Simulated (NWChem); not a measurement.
CH₅AlO₃; SMILES C[O][Al]([OH])[OH]

```xyz
10

Al     0.0687     0.4956     0.0000
O      1.2029     1.7789     0.0000
H      2.1546     1.5922     0.0000
O     -1.6112     0.8256     0.0000
H     -1.9364     1.7390     0.0000
O      0.6122    -1.1209     0.0000
C     -0.0276    -2.3694     0.0000
H      0.2679    -2.9625    -0.8959
H      0.2679    -2.9625     0.8959
H     -1.1400    -2.2963     0.0000
```
Atoms are numbered in this order, from 1.

Program: NWChem. Pople sets run with spherical d functions. Geometry: optimised at PBE-D3(BJ)/def2-SVP. GIAO values for the isolated, static molecule; σ is the absolute isotropic shielding.

```tsv
level	basis functions	σ Al1 (ppm)	σ O2 (ppm)	σ O4 (ppm)	σ H5 (ppm)	σ O6 (ppm)	σ C7 (ppm)	σ H8 (rotor mean) (ppm)	relative time
B3LYP/6-31G*	84	509.7	313.8	319.6	31.01	323.2	136.1	28.01	1
B3LYP/6-311G**	128	470.3	326.3	334.5	30.71	331.5	126.6	27.73	3
B3LYP/def2-SVP	99	508.1	327.2	333.0	30.31	327.6	136.9	27.53	1
B3LYP/def2-TZVP	191	468.6	316.2	319.9	30.84	319.7	125.4	27.55	8
B3LYP/IGLO-II	153	469.8	322.1	327.0	31.01	325.4	124.7	27.77	4
```

Relative times are rough (shared machine, one core).
